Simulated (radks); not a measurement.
Question: The mean radii <r> (bohr) of the occupied orbitals of an atom or ion are listed with their occupations. All-electron calculation, scalar-relativistic Kohn-Sham, exchange-only B88, spin-polarised, spherical densities, point nucleus. Program: a radial shooting solver on a logarithmic mesh with Libxc functionals.

orbital  occ.      <r>
1s down     1  0.01743
1s up       1  0.01743
2s up       1  0.07360
2s down     1  0.07360
2p up       3  0.06623
2p down     3  0.06623
3s up       1   0.1904
3s down     1   0.1904
3p up       3   0.1913
3p down     3   0.1913
3d up       5   0.1733
3d down     5   0.1733
4s up       1   0.4233
4s down     1   0.4233
4p up       3   0.4506
4p down     3   0.4505
4d up       5   0.4785
4d down     5   0.4784
5s up       1   0.9794
5s down     1   0.9752
4f up       7   0.5363
4f down     7   0.5344
5p up       3    1.136
5p down     3    1.131
5d up       5    1.711
6s up       1    2.870
5d down     2    1.773
6s down     1    3.053

Name the element and its charge. Open shells, if any, are filled with parallel spins first.

Answer: Z = 77, iridium, charge 0: Ir in [Xe] 4f14 5d7 6s2. The 1s radius gives Z: for a bare nucleus <r> = (2 gamma + 1)/(2Z) with gamma = sqrt(1 - (Z/c)^2), 0.01724 bohr for Z = 77, and screening makes it slightly larger (0.01743 here). The occupations add up to 77, and the charge is Z minus that.
